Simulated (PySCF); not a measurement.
## Two-component Hartree-Fock for Ir (iridium, neutral)

Start: [Xe] 4f14 5d7 6s2; 5d3/2 filled at m_j = -3/2, -1/2, +1/2, +3/2; 5d5/2 filled at m_j = +1/2, +3/2, +5/2. Calculated with PySCF 2.14 in x2c-QZVPPall-2c (16s16p12d7f2g, 191 functions): generalised Hartree-Fock with the X2C-1e Hamiltonian and a Gaussian nucleus; one run each with spin-orbit coupling (SO) switched off, then screened by Boettger's factors.

```tsv
spinor shell	electrons	ε, spin-free (eV)	ε, screened SO (eV)	weight of nominal j (screened SO)	rms radius, screened SO (bohr)
1s1/2	2	-76535.4	-76508.6	1.000	0.0197
2s1/2	2	-13537.2	-13528.7	1.000	0.0795
2p1/2	2	-11768.8	-12937.6	1.000	0.0675
2p3/2	4	-11768.8	-11303.8	1.000	0.0752
3s1/2	2	-3232.6	-3229.8	1.000	0.203
3p1/2	2	-2706.8	-2965.5	1.000	0.195
3p3/2	4	-2706.8	-2602.0	1.000	0.210
3d3/2	4	-2120.1	-2165.8	1.000	0.185
3d5/2	6	-2120.1	-2087.4	1.000	0.189
4s1/2	2	-724.87	-723.88	1.000	0.450
4p1/2	2	-549.36	-611.20	1.000	0.456
4p3/2	4	-549.36	-523.95	1.000	0.490
4d3/2	4	-329.33	-339.01	1.000	0.507
4d5/2	6	-329.33	-322.02	1.000	0.519
5s1/2	2	-115.59	-115.29	1.000	1.05
4f5/2	6	-82.745	-84.230	0.998	0.583
4f7/2	8	-82.745	-80.742	0.998	0.589
5p1/2	2	-67.252	-78.591	0.985	1.15
5p3/2	4	-67.252	-62.347	0.993	1.25
5d3/2	4	-13.308	-14.200	0.726	1.79
5d5/2	3	-13.308	-12.132	0.711	1.87
6s1/2	2	-8.109	-8.076	0.994	3.33
```

| quantity | spin-free | screened SO |
| --- | --- | --- |
| E (hartree) | -17814.40822 | -17839.32456 |
| M_J | 9/2 | 9/2 |
| ⟨J²⟩ | 24.776 | 24.777 |
| ⟨L²⟩ | 12.008 | 13.013 |
| ⟨S²⟩ | 3.769 | 3.609 |

Each row is a mean over spinors that exchange with the open shell spreads, by up to 7.106 eV (5p3/2).

Rows whose weight is well below 1 are mixtures of j = l ± 1/2: exchange outweighs spin-orbit coupling there, and the label is only the starting occupation.

Breit and QED terms are absent; they matter most for the inner s and p1/2 levels.

Densities and radii are taken from the X2C orbitals without a picture-change correction, which distorts them close to the nucleus.

Without spin-orbit coupling the j labels of p, d and f shells carry no meaning; the spin-free column gives the mean over the occupied spinors of each nl shell.
